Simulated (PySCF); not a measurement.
Isomers of C6H13O2P, mass 148.065 u with the commonest isotopes. Level of theory: PBE0/pcSseg-1 in PySCF (dipole) on a GFN2-xTB geometry, gas phase. One conformer each, none proved a minimum here; rigid rotors.

**Question.** Order these by out-of-plane moment Σ m c² = (Ia + Ib − Ic)/2, largest first.
A. `[CH3:1][CH2:2][CH2:3][P@:4]([CH3:5])(=[O:6])[C:7]([CH3:8])=[O:9]` with C1–C2–C3–P4 174°, C2–C3–P4–C5 72°, C3–P4–C7–C8 124°
B. `[CH2:1]=[C:2]([CH3:3])[P@:4](=[O:5])([OH:6])[CH2:7][CH2:8][CH3:9]` with C1–C2–P4–O5 162°, C2–P4–O6–H 110°, C2–P4–C7–C8 -65°, P4–C7–C8–C9 -174°
C. `[CH2:1]=[CH:2][P@:3](=[O:4])([OH:5])[CH2:6][CH2:7][CH2:8][CH3:9]` with C1–C2–P3–O4 -5°, C2–P3–O5–H 113°, C2–P3–C6–C7 179°, P3–C6–C7–C8 178°, C6–C7–C8–C9 178°
D. `[CH3:1][CH2:2][CH2:3][P@@:4](=[O:5])([OH:6])[CH:7]1[CH2:8][CH2:9]1` with C1–C2–C3–P4 176°, C2–C3–P4–O5 -50°, C3–P4–O6–H -136°, C3–P4–C7–C8 158°
E. `[CH2:1]=[CH:2][CH2:3][P@@:4](=[O:5])([OH:6])[CH:7]([CH3:8])[CH3:9]` with C1–C2–C3–P4 -107°, C2–C3–P4–O5 -50°, C3–P4–O6–H -115°, C3–P4–C7–C8 71°
F. `[CH3:1][O:2][C@@H:3]1[CH2:4][CH2:5][CH2:6][P@:7]1([CH3:8])=[O:9]` with C1–O2–C3–C4 -175°, O2–C3–C4–C5 -158°, C3–C4–C5–C6 52°, C4–C5–C6–P7 -39°, C5–C6–P7–C8 -94°
G. `[CH3:1][O:2][C@@H:3]1[CH2:4][C@H:5]([CH3:6])[CH2:7][P@@H:8]1=[O:9]` with C1–O2–C3–C4 -175°, O2–C3–C4–C5 -161°, C3–C4–C5–C6 175°, C4–C5–C7–P8 -36°, C5–C7–P8–O9 136°

**Answer.** B (112.83 u·Å²), E (106.12 u·Å²), A (102.86 u·Å²), F (74.30 u·Å²), C (67.89 u·Å²), D (66.04 u·Å²), G (31.68 u·Å²).

**Question.** Order these by rotational constant C, largest first.
A. `[CH3:1][O:2][C@@H:3]1[CH2:4][C@H:5]([CH3:6])[CH2:7][P@@H:8]1=[O:9]` with C1–O2–C3–C4 -175°, O2–C3–C4–C5 -161°, C3–C4–C5–C6 175°, C4–C5–C7–P8 -36°, C5–C7–P8–O9 136°
B. `[CH2:1]=[CH:2][P@:3](=[O:4])([OH:5])[CH2:6][CH2:7][CH2:8][CH3:9]` with C1–C2–P3–O4 -5°, C2–P3–O5–H 113°, C2–P3–C6–C7 179°, P3–C6–C7–C8 178°, C6–C7–C8–C9 178°
C. `[CH2:1]=[C:2]([CH3:3])[P@:4](=[O:5])([OH:6])[CH2:7][CH2:8][CH3:9]` with C1–C2–P4–O5 162°, C2–P4–O6–H 110°, C2–P4–C7–C8 -65°, P4–C7–C8–C9 -174°
D. `[CH3:1][CH2:2][CH2:3][P@@:4](=[O:5])([OH:6])[CH:7]1[CH2:8][CH2:9]1` with C1–C2–C3–P4 176°, C2–C3–P4–O5 -50°, C3–P4–O6–H -136°, C3–P4–C7–C8 158°
E. `[CH3:1][O:2][C@@H:3]1[CH2:4][CH2:5][CH2:6][P@:7]1([CH3:8])=[O:9]` with C1–O2–C3–C4 -175°, O2–C3–C4–C5 -158°, C3–C4–C5–C6 52°, C4–C5–C6–P7 -39°, C5–C6–P7–C8 -94°
F. `[CH2:1]=[CH:2][CH2:3][P@@:4](=[O:5])([OH:6])[CH:7]([CH3:8])[CH3:9]` with C1–C2–C3–P4 -107°, C2–C3–P4–O5 -50°, C3–P4–O6–H -115°, C3–P4–C7–C8 71°
G. `[CH3:1][CH2:2][CH2:3][P@:4]([CH3:5])(=[O:6])[C:7]([CH3:8])=[O:9]` with C1–C2–C3–P4 174°, C2–C3–P4–C5 72°, C3–P4–C7–C8 124°

**Answer.** E (984.3 MHz), F (885.0 MHz), C (859.9 MHz), A (780.8 MHz), G (762.3 MHz), D (724.6 MHz), B (589.4 MHz).

**Question.** Order these by dipole moment, largest first.
A. `[CH2:1]=[CH:2][CH2:3][P@@:4](=[O:5])([OH:6])[CH:7]([CH3:8])[CH3:9]` with C1–C2–C3–P4 -107°, C2–C3–P4–O5 -50°, C3–P4–O6–H -115°, C3–P4–C7–C8 71°
B. `[CH3:1][CH2:2][CH2:3][P@:4]([CH3:5])(=[O:6])[C:7]([CH3:8])=[O:9]` with C1–C2–C3–P4 174°, C2–C3–P4–C5 72°, C3–P4–C7–C8 124°
C. `[CH3:1][CH2:2][CH2:3][P@@:4](=[O:5])([OH:6])[CH:7]1[CH2:8][CH2:9]1` with C1–C2–C3–P4 176°, C2–C3–P4–O5 -50°, C3–P4–O6–H -136°, C3–P4–C7–C8 158°
D. `[CH3:1][O:2][C@@H:3]1[CH2:4][CH2:5][CH2:6][P@:7]1([CH3:8])=[O:9]` with C1–O2–C3–C4 -175°, O2–C3–C4–C5 -158°, C3–C4–C5–C6 52°, C4–C5–C6–P7 -39°, C5–C6–P7–C8 -94°

**Answer.** D (4.29 D), A (2.54 D), C (2.36 D), B (1.39 D).

| SMILES | point group | Ia (u·Å²) | Ib (u·Å²) | Ic (u·Å²) | κ | μa (D) | μb (D) | μc (D) |
| --- | --- | --- | --- | --- | --- | --- | --- | --- |
| CO[C@@H]1CCC[P@]1(C)=O | C1 | 292.50 | 369.54 | 513.43 | 0.03 | 1.75 | 1.25 | 3.71 |
| CO[C@@H]1C[C@H](C)C[P@@H]1=O | C1 | 225.52 | 485.09 | 647.24 | -0.64 | 2.33 | 1.81 | 3.05 |
| CCC[P@](C)(=O)C(C)=O | C1 | 237.49 | 631.21 | 662.98 | -0.94 | 0.69 | 0.85 | 0.84 |
| C=CC[P@@](=O)(O)C(C)C | C1 | 233.68 | 549.63 | 571.06 | -0.95 | 0.68 | 2.44 | 0.19 |
| CCC[P@@](=O)(O)C1CC1 | C1 | 190.53 | 639.02 | 697.46 | -0.93 | 0.09 | 0.92 | 2.17 |
| C=C[P@](=O)(O)CCCC | C1 | 163.61 | 829.61 | 857.45 | -0.98 | 0.02 | 1.25 | 1.93 |
| C=C(C)[P@](=O)(O)CCC | C1 | 301.11 | 512.29 | 587.73 | -0.69 | 0.29 | 1.59 | 1.98 |
